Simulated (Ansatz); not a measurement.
Input and output for H$_{5}$N$_{2}$PSi (`N[SiH]1NP1`).

```yaml
crystal:
  periodic: [false, false, false]
  atoms:
    - {symbol: N, position_ang: [-0.793789, 1.379172, -0.258319]}
    - {symbol: Si, position_ang: [0.415019, 0.276807, 0.271015]}
    - {symbol: N, position_ang: [0.599954, -0.820328, -0.769027]}
    - {symbol: P, position_ang: [0.517121, -1.383657, 1.045491]}
    - {symbol: H, position_ang: [-1.973706, 0.757479, -0.708087]}
    - {symbol: H, position_ang: [-1.340119, 1.989859, -0.048507]}
    - {symbol: H, position_ang: [1.479831, 1.326509, 0.654732]}
    - {symbol: H, position_ang: [1.924433, -1.129077, -1.171372]}
    - {symbol: H, position_ang: [-0.773252, -1.983310, 0.712485]}
basis:
  gaussian: {orbitals: aug-cc-pVDZ}
total_charge: 1
magnetization: {spin_polarized: true, initial_magnetization: 1}
hamiltonian: {xc: {name: BHLYP}, pseudopotentials: {relativity: scalar}}
```

```sh
$ ansatz run in.yaml --threads 2 --pin off --events-out ev --progress --plain --max-ram 4352MiB
```

Output, abridged:

```
Functional definition: BHLYP
1608 factors; their error is unknown
mean field evaluation 1: about -20220.6446 eV, gradient 7.3e1 eV
mean field evaluation 2: about -20126.9063 eV, gradient 1.3e2 eV
mean field evaluation 4: about -20244.3350 eV, gradient 1.4e1 eV
mean field evaluation 8: about -20245.4831 eV, gradient 9.1e-1 eV
mean field evaluation 16: about -20245.7853 eV, gradient 1.7e-2 eV
mean field evaluation 32: about -20245.7853 eV, gradient 1.8e-5 eV
mean field -20245.78529611 eV, -744.0188865459 hartree, gradient 1.8e-5 eV, S^2 0.784721; 2 other end points of the search recorded, 0 dependent functions left out
reference -20245.78550237 eV, -744.0188941259 hartree; 24, 23 occupied and 121, 122 virtual orbitals, 1608 factors
Total energy: -20245.78550237 eV, -744.0188941259 hartree
Relativity: scalar
```

Run time 19 s (2 threads of an Arm Neoverse V1 on a shared host); peak host memory 0.71 GiB.
